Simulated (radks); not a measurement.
Species: Cs50+. Configuration: [He] 2s2 2p1. Method: Dirac Kohn-Sham, PBE, spin-unpolarised, spherical densities, point nucleus; open shells fill j = l - 1/2 first; computed with a radial shooting solver on a logarithmic mesh with Libxc functionals.

Unscreened Slater integrals over Kohn-Sham orbitals (cm^-1). Large and small components are both included. Empty in this configuration: 2p3/2.

F0(2p1/2,2p1/2): 2258500
F0(2p1/2,2s1/2): 2015000
G1(2p1/2,2s1/2): 1074400
F0(2p1/2,1s1/2): 3078400
G1(2p1/2,1s1/2): 577990
F0(2p1/2,2p3/2): 2189700
G2(2p1/2,2p3/2): 1008700
F0(2s1/2,2s1/2): 1868100
F0(2s1/2,1s1/2): 2652400
G0(2s1/2,1s1/2): 295410
F0(2s1/2,2p3/2): 1968200
G1(2s1/2,2p3/2): 1097100
F0(1s1/2,1s1/2): 7967800
F0(1s1/2,2p3/2): 2871300
G1(1s1/2,2p3/2): 542160
F0(2p3/2,2p3/2): 2128500
F2(2p3/2,2p3/2): 1022000
